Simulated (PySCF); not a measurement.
# Correlation energy of Mo²⁺ (molybdenum, charge +2)

[Kr] 4d3 5s1, high-spin 5F determinant (an excited configuration). Calculation: PySCF 2.14, in ANO-RCC-VTZP; the spin-free X2C one-electron Hamiltonian (Gaussian nucleus). Frozen: [Kr]; 4 electrons correlated.

| level | correlation energy (mhartree) |
| --- | --- |
| CCSD | -33.44 |
| (T) | -0.34 |
| CCSD(T) | -33.78 |

Diagnostics: T1 = 0.0031, D1 = 0.0083, largest double amplitude 0.023.

Cost of the coupled-cluster step: of the order of 1 core-seconds, for 4 correlated electrons.

Iterations:

```
CC2 = 0
CCSD nocc = (np.int64(4), np.int64(0)), nmo = (50, 50)
frozen orbitals [[0, 1, 2, 3, 4, 5, 6, 7, 8, 9, 10, 11, 12, 13, 14, 15, 16, 17], [0, 1, 2, 3, 4, 5, 6, 7, 8, 9, 10, 11, 12, 13, 14, 15, 16, 17]]
max_cycle = 100
direct = 0
conv_tol = 1e-08
conv_tol_normt = 1e-06
diis_space = 8
diis_start_cycle = 0
Init t2, MP2 energy = -0.0279852964419979
Init E_corr(UCCSD) = -0.0279852964421005
cycle = 1  E_corr(UCCSD) = -0.032368641888075  dE = -0.00438334545  norm(t1,t2) = 0.0190813
cycle = 2  E_corr(UCCSD) = -0.0331877175708878  dE = -0.000819075683  norm(t1,t2) = 0.00513776
cycle = 3  E_corr(UCCSD) = -0.0334521491552757  dE = -0.000264431584  norm(t1,t2) = 0.00185282
cycle = 4  E_corr(UCCSD) = -0.0334371766664314  dE = 1.49724888e-05  norm(t1,t2) = 0.000469072
cycle = 5  E_corr(UCCSD) = -0.0334403442093572  dE = -3.16754293e-06  norm(t1,t2) = 0.000103478
cycle = 6  E_corr(UCCSD) = -0.0334402432157405  dE = 1.00993617e-07  norm(t1,t2) = 1.31592e-05
cycle = 7  E_corr(UCCSD) = -0.0334402522635046  dE = -9.04776416e-09  norm(t1,t2) = 2.66831e-06
cycle = 8  E_corr(UCCSD) = -0.0334402371784927  dE = 1.5085012e-08  norm(t1,t2) = 4.26542e-07
cycle = 9  E_corr(UCCSD) = -0.0334402405233333  dE = -3.34484064e-09  norm(t1,t2) = 1.93314e-07
UCCSD converged
E(UCCSD) = -4045.173679432801  E_corr = -0.0334402405233333
UCCSD(T) correction = -0.000340794244624759
```
